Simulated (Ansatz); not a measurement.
C$_{5}$H$_{5}$, doublet, at a GFN2-xTB geometry. Base run: Ansatz (a quantum-chemistry and plane-wave program) with PBE0/3-21G.

Ansatz was given this input:
Ansatz 0.2 input:
```yaml
crystal:
  periodic: [false, false, false]
  atoms:
    - {symbol: C, position_ang: [0.08089139, -1.13832774, -0.30412810]}
    - {symbol: C, position_ang: [-1.08301797, -0.49352936, 0.18571370]}
    - {symbol: C, position_ang: [-0.76623414, 0.81383657, 0.41864055]}
    - {symbol: C, position_ang: [0.63682497, 1.00724780, 0.06790029]}
    - {symbol: C, position_ang: [1.13146724, -0.18826332, -0.36786890]}
    - {symbol: H, position_ang: [0.15454150, -2.17475403, -0.58103110]}
    - {symbol: H, position_ang: [-2.03446684, -0.96603002, 0.33925170]}
    - {symbol: H, position_ang: [-1.41218440, 1.58601889, 0.79282883]}
    - {symbol: H, position_ang: [1.16156237, 1.94080902, 0.14943712]}
    - {symbol: H, position_ang: [2.13095837, -0.39182755, -0.70203180]}
basis:
  gaussian:
    orbitals: 3-21G.json
hamiltonian:
  xc: pbe0
magnetization: {spin_polarized: true, initial_magnetization: 1}
```
The basis file holds 3-21G in the JSON format of the Basis Set Exchange.

The base run was repeated with changes; each row names its change, and settings that it needs were set with it.

```tsv
change	E (Eh)	SCF-reference <S^2>	core-seconds (rough)
base	-192.15841	0.774	3
functional = b3lyp5	-192.26543	0.768	4
functional = BHLYP	-192.26994	0.795	4
functional = B97M-V	-192.40532	0.768	20
functional = b3lyp	-192.39390	0.768	2
functional = PBE-QIDH	-191.98781	0.841	6
functional = blyp	-192.29483	0.759	3
functional = hse06	-192.14726	0.773	4
functional = revpbe	-192.33594	0.761	4
functional = cam_b3lyp	-192.27404	0.776	4
functional = B2PLYP	-192.09776	0.806	6
functional = blyp; dispersion = d4	-192.31266	0.759	4
functional = SVWN5	-190.60020	0.755	2
```

Totals shift with the method and basis; they matter in differences.
